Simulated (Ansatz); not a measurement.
Start from `[SiH3][O][In]([O][SiH3])[O][SiH3]` and change one element to get `[SiH3]OB(O[SiH3])O[SiH3]`.

Ansatz, PBE0-D4/def2-TZVP geometries, multiplicity 1. Each molecule was computed in one conformer, which needn't be the lowest.

Elements past krypton have def2 core potentials.

| property | `[SiH3][O][In]([O][SiH3])[O][SiH3]` |
| --- | --- |
| LUMO energy (PBE0/def2-TZVPP) / eV | -2.54 |
| HOMO energy (PBE/def2-TZVPP) / eV | -7.18 |
| HOMO–LUMO gap (PBE/def2-TZVPP) / eV | 3.70 |
| LUMO energy (ωB97M-V/def2-TZVPP) / eV | -0.67 |
| HOMO energy (B3LYP/def2-TZVPP) / eV | -8.37 |
| zero-point energy (PBE0-D4/def2-TZVP) / kJ/mol | 228.8 |

Problem. Give the same properties after the change, and the shifts. (Estimate.)

Solution. Computed: 
| property | `[SiH3]OB(O[SiH3])O[SiH3]` | shift |
| --- | --- | --- |
| LUMO energy (PBE0/def2-TZVPP) / eV | -0.23 | 2.31 |
| HOMO energy (PBE/def2-TZVPP) / eV | -7.58 | -0.40 |
| HOMO–LUMO gap (PBE/def2-TZVPP) / eV | 6.50 | 2.80 |
| LUMO energy (ωB97M-V/def2-TZVPP) / eV | 1.36 | 2.03 |
| HOMO energy (B3LYP/def2-TZVPP) / eV | -8.81 | -0.44 |
| zero-point energy (PBE0-D4/def2-TZVP) / kJ/mol | 250.4 | 21.6 |

With PBE0 the HOMO falls by 0.45 eV and the LUMO rises by 2.31 eV, so the gap widens by about 2.76 eV. PBE moves the HOMO by -0.40 eV and ωB97M-V by -0.49 eV.

B3LYP here is the variant with VWN-RPA as its local correlation; programs differ in this.
